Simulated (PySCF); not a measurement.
Zn(Me)(OMe) (C2H6OZn), SMILES C[O][Zn][CH3]. Atoms are numbered in the order given.

```xyz
10

Zn    -0.2185     0.1397     0.3039
C     -1.5246     1.1409     1.3228
H     -2.1175     0.4670     1.9611
H     -2.2165     1.6761     0.6536
H     -1.0299     1.8824     1.9696
O      1.0306    -0.8573    -0.4889
C      1.3846    -0.9026    -1.8345
H      1.7574     0.0675    -2.2310
H      2.2030    -1.6344    -1.9843
H      0.5552    -1.2212    -2.5038
```
Charge 0, spin multiplicity 1.

Geometry optimised at B3LYP-D3(BJ)/def2-SVP. The structure was generated by enumeration; whether it is a known compound was not checked. One conformer was computed; it need not be the lowest.

Method: PBE0/def2-TZVP (PySCF).

Atomic charges (e):

```tsv
atom	IAO	Mulliken	Löwdin
Zn1	1.28	0.49	0.50
C2	-0.97	-0.58	-0.60
H3	0.15	0.14	0.13
H4	0.15	0.14	0.13
H5	0.15	0.14	0.13
O6	-0.93	-0.47	-0.16
C7	-0.18	-0.17	-0.42
H8	0.11	0.09	0.10
H9	0.13	0.11	0.10
H10	0.11	0.09	0.10
```
